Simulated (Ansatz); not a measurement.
Relaxation of H6O2Si2 (10 atoms, charge 0, multiplicity 1), to a largest force component of 0.02 eV/Å in at most 40 steps.

Level of theory: RKS PBE0-D4/6-31G* in Ansatz.

```xyz
10
Properties=species:S:1:pos:R:3:forces:R:3
Si 0.000 0.000 0.000 1.24 0.19 0.85
O 0.000 0.000 1.680 -0.59 -0.28 -0.54
Si -1.315 -0.407 2.644 0.96 0.36 -0.45
H -2.239 -1.240 1.880 -0.44 -0.36 -0.29
H -0.851 -1.143 3.816 0.19 -0.26 0.40
H -1.999 0.809 3.073 -0.31 0.43 0.18
O 1.584 0.000 -0.559 -0.26 -1.88 -0.07
H 1.901 -0.952 -0.676 -0.46 1.90 0.24
H -0.688 1.191 -0.486 -0.06 0.47 -0.18
H -0.688 -1.191 -0.486 -0.28 -0.57 -0.15
```

**Question.** Where does it end, and by what steps?

**Answer.** The forces met the threshold. After 10 steps the energy has fallen by 0.207 eV; H4 moved furthest, 0.46 Å.

```
step  energy less start (eV)  largest force component (eV/Å)  accepted
   0                  0.0000                           1.904       yes
   1                 -0.1162                           0.741       yes
   2                 -0.1542                           0.257       yes
   3                 -0.1892                           0.176       yes
   4                 -0.1977                           0.213       yes
   5                 -0.2039                           0.045       yes
   6                 -0.2055                           0.034       yes
   7                 -0.2063                           0.051       yes
   8                 -0.2065                           0.030       yes
   9                 -0.2067                           0.031       yes
  10                 -0.2068                           0.020       yes
```

```xyz
10
Properties=species:S:1:pos:R:3
Si -0.039 0.049 -0.172
O -0.334 -0.045 1.441
Si -1.330 -0.457 2.685
H -2.312 -1.494 2.254
H -0.510 -1.001 3.801
H -2.075 0.739 3.164
O 1.570 -0.126 -0.493
H 1.963 -0.978 -0.274
H -0.384 1.396 -0.681
H -0.844 -1.015 -0.840
```

Whether the end is a true minimum wasn't checked by a vibrational analysis.

Time of the run: 25 s on 1 thread of Intel(R) Xeon(R) 6975P-C (Granite Rapids), with other jobs on the host, peak memory 0.17 GiB.
